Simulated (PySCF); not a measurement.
A structure optimised at PBE0-D3(BJ)/def2-SVP, used in a PySCF frequency run:

```
Ge
H 1 1.5448
H 1 1.5448 2 107.42
C 1 1.9434 2 109.34 3 118.56
C 4 1.3359 1 123.59 2 121.32
H 5 1.0960 4 122.12 1 0.00
H 5 1.0961 6 115.88 4 180.00
H 4 1.0976 5 118.44 6 180.00
C 1 1.9513 2 110.27 3 -120.20
H 9 1.0993 1 110.26 2 59.24
H 9 1.0998 10 108.39 1 -121.10
H 9 1.0998 10 108.39 11 -117.81
```
Charge 0, spin multiplicity 1.

### Question
Write its SMILES, formula and point group.

### Answer
C=[CH][GeH2][CH3], C₃H₈Ge, Cs

### Question
What are its rotational constants (standard atomic weights)?

### Answer
7.5919, 3.4168, 2.4652 GHz
